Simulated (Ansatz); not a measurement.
Mo₄⁺: single points at one geometry.

```yaml
crystal:
  periodic: [false, false, false]
  atoms:
    - {symbol: Mo, position_ang: [1.256769, 0.425845, 0.728510]}
    - {symbol: Mo, position_ang: [-0.199843, 0.328021, -1.463995]}
    - {symbol: Mo, position_ang: [-1.328361, 0.665648, 0.286867]}
    - {symbol: Mo, position_ang: [0.271435, -1.419514, 0.448629]}
basis:
  gaussian: {orbitals: def2-TZVP, initial_orbitals: start.molden}
total_charge: 1
magnetization: {spin_polarized: true, initial_magnetization: 1}
hamiltonian: {xc: r2scan, dispersion: d4}
scf: {omitted_lower_state_checks: [starts]}
output: {orbitals: {seedname: orbitals}}
```

The file start.molden holds the orbitals of an earlier run on this structure, at another level or in another basis.

```sh
$ ansatz run in.yaml --threads 4 --pin off --events-out ev --progress --plain --max-ram 3916MiB
```

It prints (some lines left out):

```
Functional definition: r2SCAN
1232 factors; their error is unknown
mean field evaluation 1: about -7419.2621 eV, gradient 3.7e0 eV
mean field evaluation 2: about -7419.3630 eV, gradient 2.6e-1 eV
mean field evaluation 4: about -7419.3526 eV, gradient 1.2e-1 eV
mean field evaluation 8: about -7419.3544 eV, gradient 1.9e-2 eV
mean field evaluation 16: about -7419.3545 eV, gradient 4.1e-5 eV
mean field -7419.35453327 eV, -272.6562500785 hartree, gradient 9.1e-6 eV, S^2 1.291832; 0 other end points of the search recorded, 0 dependent functions left out
reference -7419.35456076 eV, -272.6562510887 hartree; 28, 27 occupied and 132, 133 virtual orbitals, 1232 factors
Total energy: -7419.39898579 eV, -272.6578836785 hartree
Checks for a lower state left out: starts
```

Hardware: 4 threads of Intel Xeon Platinum 8488C on a shared host. Wall time 19 s, peak host memory 0.62 GiB.

The first input with `correlation: {method: mp2}` and without the key `hamiltonian` (abridged; 4.8 s):

```
Functional definition: HF
mean field evaluation 16: about -7341.9533 eV, gradient 8.6e-1 eV
mean field evaluation 32: about -7342.2186 eV, gradient 1.4e-6 eV
mean field -7342.21856173 eV, -269.8215554090 hartree, gradient 3.5e-6 eV, S^2 8.227421
second order -38.58713598 eV of doubles, -0.00000000 eV of singles
Total energy: -7380.80569771 eV, -271.2396065009 hartree
Checks for a lower state left out: starts
```

The first input with `hamiltonian: {xc: {text: "exchange = 0.50*pbe_x + 0.50*exact_x\ncorrelation = pbe_c"}}` (abridged; 16 s):

```
Functional definition: unnamed
mean field evaluation 16: about -7407.5288 eV, gradient 2.2e-5 eV
mean field -7407.52878470 eV, -272.2216618346 hartree, gradient 1.1e-5 eV, S^2 3.046483
Total energy: -7407.52880898 eV, -272.2216627267 hartree
Checks for a lower state left out: starts
```

As the first input, with `gaussian: {orbitals: def2-SVP, initial_orbitals: start.molden}`, `correlation: {method: ccsd_t}`, `scf: {omitted_lower_state_checks: [starts, cluster_reference]}` and without the key `hamiltonian` (abridged; 2.9 min):

```
Functional definition: HF
mean field evaluation 16: about -7339.2815 eV, gradient 8.1e-1 eV
mean field evaluation 32: about -7339.5550 eV, gradient 1.7e-7 eV
mean field -7339.55499184 eV, -269.7236710210 hartree, gradient 5.8e-7 eV, S^2 8.176013
second order -31.21276688 eV of doubles, -0.00000000 eV of singles
cycle   1  -27.93573775 eV  change     3.3e0 eV  update   3.5e-1
cycle   2  -30.06291601 eV  change    -2.1e0 eV  update   1.5e-1
cycle   3  -31.14381104 eV  change    -1.1e0 eV  update   1.4e-1
cycle   4  -31.76352670 eV  change   -6.2e-1 eV  update   7.6e-2
cycle   5  -32.03336208 eV  change   -2.7e-1 eV  update   4.4e-2
cycle   6  -32.20577609 eV  change   -1.7e-1 eV  update   2.5e-2
cycle   7  -32.23163836 eV  change   -2.6e-2 eV  update   1.9e-2
cycle   8  -32.28522712 eV  change   -5.4e-2 eV  update   1.4e-2
cycle   9  -32.29526954 eV  change   -1.0e-2 eV  update   1.3e-2
[...]
cycle  27  -32.30502440 eV  change   -3.0e-4 eV  update   3.6e-4
cycle  28  -32.30509506 eV  change   -7.1e-5 eV  update   2.5e-4
cycle  29  -32.30512810 eV  change   -3.3e-5 eV  update   1.9e-4
cycle  30  -32.30502379 eV  change    1.0e-4 eV  update   1.6e-4
cycle  31  -32.30482722 eV  change    2.0e-4 eV  update   1.3e-4
cycle  32  -32.30480719 eV  change    2.0e-5 eV  update   1.0e-4
cycle  33  -32.30486751 eV  change   -6.0e-5 eV  update   8.1e-5
cycle  34  -32.30501641 eV  change   -1.5e-4 eV  update   6.8e-5
cycle  35  -32.30508015 eV  change   -6.4e-5 eV  update   5.9e-5
cycle  36  -32.30514253 eV  change   -6.2e-5 eV  update   5.0e-5
perturbative correction -2.26605179 eV, -0.0832758673 hartree
WARN: the results are in doubt because among natural orbitals the method converges to other amplitudes
Total energy: -7374.12618616 eV, -270.9941389791 hartree
In doubt: among natural orbitals the method converges to other amplitudes
Checks for a lower state left out: starts, cluster_reference
```

As the first input, with `hamiltonian: {xc: {name: B3LYP}, dispersion: d4}` (abridged; 15 s):

```
Functional definition: B3LYP
mean field evaluation 16: about -7417.1024 eV, gradient 2.5e-5 eV
mean field -7417.10237020 eV, -272.5734846124 hartree, gradient 7.8e-6 eV, S^2 1.184332
Total energy: -7417.56829426 eV, -272.5906070056 hartree
Checks for a lower state left out: starts
```

The first input with `hamiltonian: {xc: {name: LC-wPBE}}` (abridged; 13 s):

```
Functional definition: LC-wPBE
mean field evaluation 16: about -7411.9897 eV, gradient 8.2e-5 eV
mean field -7411.98973178 eV, -272.3855986158 hartree, gradient 9.8e-6 eV, S^2 2.660806
Total energy: -7411.98973178 eV, -272.3855986160 hartree
Checks for a lower state left out: starts
```

First input, but with `hamiltonian: {xc: lda}` (abridged; 1.7 s):

```
Functional definition: SPW92
mean field -7404.52399666 eV, -272.1112379106 hartree, gradient 2.2e-5 eV, S^2 0.751210
Total energy: -7404.52404252 eV, -272.1112395958 hartree
Checks for a lower state left out: starts
```

Geometry: PBE-D4/def2-SVP.

In the def2 sets Mo takes a core potential; there is no spin–orbit coupling. LC-ωPBE has ω = 0.4 bohr⁻¹. B3LYP takes the VWN-RPA correlation. Correlated methods freeze no core orbitals; core or outer-core shells of Mo are correlated, in sets that lack core-valence functions. At r2SCAN-D4/def2-TZVP, MP2/def2-TZVP, PBE with 50 % exact exchange/def2-TZVP, CCSD(T)/def2-SVP and others the charge 1 doublet is spin-contaminated (final ⟨S²⟩ up to 8.23, 0.75 for a pure state). At CCSD(T)/def2-SVP the program marks the result for the charge 1 doublet as doubtful (other amplitudes). At CCSD(T)/def2-SVP T1 of the charge 1 doublet is large (up to 0.097), so the single-reference result is doubtful. The structure comes from a short search, and lower isomers may exist.
